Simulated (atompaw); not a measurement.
## What one change does to a pseudopotential (molybdenum (Mo), PAW (atompaw))

Mo (Z = 42), PAW, made with atompaw 4.2.0.5 (LDA (PW92), scalar-relativistic). Core [Kr], reference 4d5 5s0 5p0 (charge +1). Waves: 5s (bound, empty): rc 2.80 bohr; 5s channel at 3.75 Ry: rc 2.80 bohr; 5p (bound, empty): rc 2.80 bohr; 5p channel at 0.85 Ry: rc 2.80 bohr; 4d (bound): rc 2.80 bohr; 4d channel at 0.3 Ry: rc 2.80 bohr. Local part: bessel scheme, radius 2.40 bohr. Core correction: smooth core density matched at 2.70 bohr. Augmentation charge: besselshape compensation charge, radius 2.50 bohr; PAW radius 2.80 bohr; waves and projectors: custom polynom2 7 10 vanderbiltortho.

All-electron outer shells of the reference configuration (LDA (PW92), scalar-relativistic, ld1.x):

```json
{"shell": "4p", "level (eV)": "-45.46", "outermost node (bohr)": "0.52", "outermost maximum (bohr)": "1.06"}
{"shell": "4d", "level (eV)": "-10.66", "outermost node (bohr)": "0.53", "outermost maximum (bohr)": "1.38"}
{"shell": "5s", "level (eV)": "-10.14", "outermost node (bohr)": "1.34", "outermost maximum (bohr)": "2.79"}
{"shell": "5p", "level (eV)": "-6.07", "outermost node (bohr)": "1.53", "outermost maximum (bohr)": "3.49"}
```

Change: local potential troulliermartins scheme with l = 3 at 0.5 Ry, radius 2.40 bohr.

Cutoffs: the cutoffs (Ry, on a coarse ladder) from which the occupation-weighted sum of valence levels, in a spherical-Bessel basis at the reference potential, stays within 10 and 1 mRy of its value at 400 Ry; they do not see the model core or the augmentation charge, which bear on the density cutoff.

**Question.** What does the change do?

**Answer.** The potential gets neither clearly harder nor softer (25 Ry and 50 Ry → 25 Ry and 50 Ry); a bound ghost appears in s, which as a rule spoils a file; the range in which the p phases agree narrows (upper end 2.3 → 0.4). A state that the projectors do not describe sees the local part alone, so a deeper or shallower local part can create or remove a ghost.

```csv
quantity,base,changed
"cutoff, loose",25 Ry,25 Ry
"cutoff, tight",50 Ry,50 Ry
bound ghosts,none,s
s: phases at 2.81 bohr within 0.05 rad from the reference energy up to (Ry; the scan ends near 5),4.3,4.7
p: phases at 2.81 bohr within 0.05 rad from the reference energy up to (Ry; the scan ends near 5),2.3,0.4
d: phases at 2.81 bohr within 0.05 rad from the reference energy up to (Ry; the scan ends near 5),1.4,1.5
lowest overlap eigenvalue by channel,"s 0.78, p 1.00, d 0.94","s 0.80, p 1.00, d 0.94"
```

 A true bound ghost makes a file unfit for plane-wave use even where its test errors are small: the radial tests pick states by their node count and pass the ghost by. The cutoffs see the waves, projectors and local potential, not the compensation charge or the core.
